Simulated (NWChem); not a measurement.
System: SiNH₄Cl; SMILES N[SiH2]Cl

```xyz
7

Si     0.5732    -0.5018     0.0451
N     -0.6111    -1.7419     0.1395
Cl    -0.1458     1.4254    -0.3828
H      1.5006    -0.8365    -1.0566
H      1.2349    -0.3985     1.3633
H     -1.2455    -1.7767     0.9293
H     -1.0663    -2.0721    -0.7038
```
Atoms are numbered in this order, from 1.

Results from NWChem. Pople sets run with spherical d functions. Geometry: optimised at B3LYP/6-31G* (spherical d). Level: B3LYP/6-31G* with SMD (1 M gas to 1 M solution), gas-phase geometry. Reactions with the solvent are ignored.

Q: Estimate the computed values for solvent water. Quantities: solvation free energy (kcal/mol); cavity-dispersion-structure term (kcal/mol); dipole in solution (D).

A: 
- solvation free energy (kcal/mol) = -2.7
- cavity-dispersion-structure term (kcal/mol) = 2.8
- dipole in solution (D) = 2.96
